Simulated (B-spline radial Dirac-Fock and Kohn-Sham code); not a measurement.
# Internal conversion coefficients of In at 20 keV

Z = 49 (indium), transition energy 20 keV. Method: a Dirac-Hartree-Slater potential of the neutral atom with a Latter tail (no hole, which puts coefficients of high multipoles low close above an edge), finite nucleus with surface currents. Computed with a radial atomic solver. The K shell is not open to conversion at this energy. Subshells that would emit electrons below 1 keV are left out.

The run's input, task.json:

```json
{"items": [{
  "Z": 49,
  "q": 0,
  "cfg": [[1, 0, 2], [2, 0, 2], [2, 1, 6], [3, 0, 2], [3, 1, 6], [3, 2, 10], [4, 0, 2], [4, 1, 6], [4, 2, 10], [5, 0, 2], [5, 1, 1]],
  "A": 115,
  "rrms": 4.6156,
  "do": "conversion",
  "gamma": [20],
  "edges": {"L1": 4238.0, "L2": 3938.0, "L3": 3730.0, "M1": 827.2, "M2": 703.2, "M3": 665.3, "M4": 451.4, "M5": 443.9, "N1": 122.9, "N2": 73.5, "N3": 73.5}
}]}
```

Run with: `python xray2_run.py task.json out`

| subshell | electron energy (keV) | E1 | E4 | E5 | M3 | M5 |
| --- | --- | --- | --- | --- | --- | --- |
| L1 | 15.76 | 0.914 | 32600 | 1.94e+06 | 22800 | 2.87e+07 |
| L2 | 16.06 | 0.403 | 2.84e+06 | 1.54e+08 | 2320 | 4.57e+06 |
| L3 | 16.27 | 0.661 | 4.25e+06 | 2.29e+08 | 81200 | 5.18e+08 |
| M1 | 19.17 | 0.174 | 6190 | 401000 | 5720 | 1.10e+07 |
| M2 | 19.30 | 0.0712 | 705000 | 4.39e+07 | 578 | 1.50e+06 |
| M3 | 19.33 | 0.118 | 1.04e+06 | 6.27e+07 | 18600 | 1.66e+08 |
| M4 | 19.55 | 0.00841 | 239000 | 4.16e+07 | 193 | 2.97e+06 |
| M5 | 19.56 | 0.0116 | 318000 | 5.30e+07 | 263 | 4.01e+07 |
| N1 | 19.88 | 0.0347 | 1250 | 82700 | 1200 | 2.49e+06 |
| N2 | 19.93 | 0.0127 | 134000 | 8.54e+06 | 110 | 301000 |
| N3 | 19.93 | 0.0208 | 193000 | 1.20e+07 | 3440 | 3.24e+07 |
| N4 | 19.98 | 0.00113 | 33600 | 5.96e+06 | 27.2 | 432000 |
| N5 | 19.98 | 0.00154 | 44400 | 7.51e+06 | 36.6 | 5.74e+06 |
| total |  | 2.44 | 9.83e+06 | 6.20e+08 | 137000 | 8.14e+08 |

**Question.** For a pure E4 transition, what fraction of decays emits a photon?

**Answer.** 1/(1 + α) = 1.02e-07 with the total α = 9.83e+06; the total includes the outer subshells that are not listed.
